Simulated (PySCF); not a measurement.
B3LYP has the VWN-RPA correlation part, as in Gaussian. 

# C2H8Si2, SMILES `C1[SiH2][SiH2]C1` (charge 0, multiplicity 1)

Computed with B3LYP-D3(BJ)/def2-TZVP in PySCF.

* **HOMO**: -7.24 eV
* **dipole moment**: 0.62 D
* **HOMO–LUMO gap**: 7.10 eV
* **LUMO**: -0.13 eV
* **total energy**: -660.0989 Ha
* **cost**: around 60 core-seconds (rough)

```xyz
12

C      0.4293    -1.0949     0.2334
C     -0.9962    -0.6327    -0.2118
Si    -0.8129     1.2428     0.1208
Si     1.3902     0.5166    -0.1428
H      0.7689    -2.0131    -0.2470
H      0.4456    -1.2667     1.3127
H     -1.1192    -0.7859    -1.2870
H     -1.8102    -1.1602     0.2868
H     -1.5214     2.1775    -0.7885
H     -1.1650     1.5903     1.5214
H      1.8693     0.5561    -1.5483
H      2.5215     0.8702     0.7503
```
Charge 0, spin multiplicity 1.
